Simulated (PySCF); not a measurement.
## How the method moves the HOMO and LUMO of `CBOCC`

Species: C3H9BO.
Geometry (PBE0-D3(BJ)/def2-SVP, Å), atoms numbered from 1 in this order:
```
atom  x, y, z in Å
C1    -2.142    1.315   -0.024
B2    -1.114    0.317    0.607
O3    -0.155   -0.231   -0.163
C4     0.827   -1.113    0.338
C5     2.195   -0.472    0.294
H6    -3.175    1.043    0.245
H7    -2.057    1.388   -1.118
H8    -1.979    2.320    0.405
H9    -1.145    0.024    1.792
H10    0.569   -1.416    1.368
H11    0.808   -2.018   -0.292
H12    2.963   -1.179    0.644
H13    2.449   -0.166   -0.732
H14    2.231    0.420    0.937
```

Basis pcSseg-1 throughout (PySCF), one geometry. Geometry: PBE0-D3(BJ)/def2-SVP, one conformer, isolated molecule.

**Question.** How do the orbital energies, the gap and the dipole change with the method?

**Answer.** 
```csv
method,kind,HOMO (eV),LUMO (eV),gap (eV),μ (D),SCF cycles
BLYP,GGA,-6.75,-0.55,6.20,1.24,14
OPBE,GGA,-6.78,-0.53,6.26,1.19,14
PBE,GGA,-6.83,-0.70,6.13,1.22,14
B97-D,GGA,-6.86,-0.52,6.35,1.22,13
LDA,LDA,-6.91,-0.94,5.97,1.24,13
BP86,GGA,-6.94,-0.74,6.21,1.24,14
KT2,GGA,-6.95,-0.72,6.24,1.18,14
KT3,GGA,-6.99,-0.65,6.34,1.17,14
B97-2,global hybrid,-8.05,0.32,8.37,1.23,12
B3LYP,global hybrid,-8.10,0.08,8.18,1.25,12
PBE0,global hybrid,-8.31,0.31,8.63,1.24,12
mPW1PW91,global hybrid,-8.35,0.32,8.67,1.25,12
BHandHLYP,global hybrid,-9.74,1.35,11.09,1.27,12
CAM-B3LYP,range-separated hybrid,-9.76,1.43,11.19,1.28,12
wB97X-D,range-separated hybrid,-10.25,2.21,12.46,1.27,12
LC-wPBE,range-separated hybrid,-11.11,2.67,13.78,1.31,12
HF,Hartree–Fock,-11.93,3.84,15.77,1.31,10
```

The HOMO spans 5.18 eV, from BLYP down to HF, and the gap runs from 5.97 eV (LDA) to 15.77 eV (HF). Over the methods BLYP (0 %), OPBE (0 %), PBE (0 %), B97-D (0 %), LDA (0 %), BP86 (0 %), KT2 (0 %), KT3 (0 %), B97-2 (21 %), B3LYP (20 %), PBE0 (25 %), mPW1PW91 (25 %), BHandHLYP (50 %), HF (100 %), a straight line through the gap against the share of exact exchange rises by 0.96 eV for each 10 % (correlation coefficient 0.999). The dipole ranges from 1.17 D (KT3) to 1.31 D (HF). This basis has no diffuse functions.

The vertical ΔSCF ionisation energy at CAM-B3LYP/def2-SVPD is 10.73 eV; −ε(HOMO) comes closest to it with LC-wPBE (11.11 eV).
